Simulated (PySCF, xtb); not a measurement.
SiCl₂I₂, SMILES Cl[Si](Cl)(I)I.

GFN2-xTB (xtb) at its own geometry gives an orbital gap of 5.28 eV and a dipole moment of 5.52 D.

Coordinates come from a PBE0-D3(BJ)/def2-SVP optimisation. The def2 effective core potentials stand for the cores of I; spin–orbit coupling is left out.

**Question.** What does PBE/def2-TZVP (PySCF) give? (Estimate from the structure and the level; the computed values follow.)

**Answer.** gap 3.91 eV (levels -6.78 and -2.86 eV), dipole 0.55 D.
